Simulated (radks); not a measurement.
Results of a calculation; reference values are marked as such.
Ionisation of neutral titanium, [Ar] 3d2 4s2, to [Ar] 3d2 4s1 as the strength of local exchange is varied. Level of theory: non-relativistic Kohn-Sham, Slater X-alpha exchange (alpha = 2/3 is LDA exchange), no correlation, spin-polarised, spherical densities, point nucleus; open shells are filled with parallel spins first (a radial shooting solver on a logarithmic mesh with Libxc functionals).

alpha  E(Ti) (hartree)  exchange (hartree)  IE (eV)  -e of the level emptied (eV)  <r> of it (bohr)
0.667       -845.54970           -38.05626    5.573                    3.275 (4s)             3.766
0.675       -846.00626           -38.53199    5.605                    3.310 (4s)             3.759
0.725       -848.86494           -41.51541    5.808                    3.533 (4s)             3.713
0.793       -852.76701           -45.60070    6.093                    3.850 (4s)             3.651
0.874       -857.43644           -50.50871    6.448                    4.247 (4s)             3.578
0.93        -860.67822           -53.92831    6.703                    4.533 (4s)             3.529
1.044       -867.31159           -60.95608    7.243                    5.144 (4s)             3.431

NIST Atomic Spectra Database: 6.828 eV (measured). The Delta-SCF value meets it near alpha = 0.96. Open shells are spherical and high-spin; term and fine-structure splittings are not resolved.
